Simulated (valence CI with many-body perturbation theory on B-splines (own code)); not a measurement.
## From CI to CI+MBPT in Tc XXXI

Computed by configuration interaction combined with many-body perturbation theory (CI+MBPT): three valence electrons over a frozen Dirac-Fock core [Ne], radial functions for each j: 11 s, 11 p, 9 d, 7 f, 5 g, 2 h, 1 i, with the one-electron correlation potential Σ1 (screened to all orders), the two-electron term Σ2, the three-electron term Σ3, Breit, model QED; selected single and double excitations, second order for the rest (own B-spline code, finite nucleus).

No measured spectrum was set against this ion. As an estimate, large intervals hold to a few tenths of a per cent, small ones and those within an open d or f shell to about a per cent.

Each rung adds one term. CI alone is the Dirac-Coulomb CI over the frozen core; QED comes last and gives the full result, which names the levels. Energies are above (3s^2 3p1/2) J=1/2 on the same rung, in cm⁻¹.

Levels are named by their leading jj configuration (3d3/2^4 stands for four electrons in 3d with j = 3/2), which in mixed levels can hold well under half, so a name can repeat and another be missing. Letters in brackets count levels of one name in rising energy.

```
                     Level  CI alone
        (3s^2 3p3/2) J=3/2    231158
        (3s 3p1/2^2) J=1/2    563620
(3s 3p1/2 3p3/2) J=3/2 [a]    712834
    (3s 3p1/2 3p3/2) J=5/2    773060
(3s 3p1/2 3p3/2) J=3/2 [b]    869098
    (3s 3p1/2 3p3/2) J=1/2    945494
        (3s 3p3/2^2) J=5/2    984569
        (3s^2 3d3/2) J=3/2   1150100
        (3s 3p3/2^2) J=1/2   1176600
        (3s 3p3/2^2) J=3/2   1229380
        (3s^2 3d5/2) J=5/2   1235190
     (3p1/2^2 3p3/2) J=3/2   1478230
(3s 3p1/2 3d3/2) J=3/2 [a]   1578180
    (3s 3p1/2 3d3/2) J=5/2   1596270
     (3p1/2 3p3/2^2) J=3/2   1646040
(3s 3p1/2 3d5/2) J=5/2 [a]   1646570
```

Task: What do these energies become with core correlation, Breit and QED?

Result: (3s^2 3p3/2) J=3/2 228201 (-2957); (3s 3p1/2^2) J=1/2 562091 (-1529); (3s 3p1/2 3p3/2) J=3/2 [a] 709513 (-3321); (3s 3p1/2 3p3/2) J=5/2 768120 (-4940); (3s 3p1/2 3p3/2) J=3/2 [b] 863351 (-5747); (3s 3p1/2 3p3/2) J=1/2 937030 (-8463); (3s 3p3/2^2) J=5/2 977351 (-7219); (3s^2 3d3/2) J=3/2 1138750 (-11342); (3s 3p3/2^2) J=1/2 1166610 (-9986); (3s 3p3/2^2) J=3/2 1216630 (-12754); (3s^2 3d5/2) J=5/2 1221900 (-13289); (3p1/2^2 3p3/2) J=3/2 1469230 (-9003); (3s 3p1/2 3d3/2) J=3/2 [a] 1569160 (-9014); (3s 3p1/2 3d3/2) J=5/2 1586640 (-9627); (3p1/2 3p3/2^2) J=3/2 1634160 (-11873); (3s 3p1/2 3d5/2) J=5/2 [a] 1635590 (-10984).

Task: How does the ionisation energy move along the ladder, and which term matters most?

Result: CI alone 1705.4, + Σ1 1706.3, + Σ2 1706.2, + Σ3 1706.1, + Breit 1704.8, + QED 1704.8 eV. The largest step is Breit, -1.3 eV. NIST lists 1689 ± 8 eV (semi-empirical).
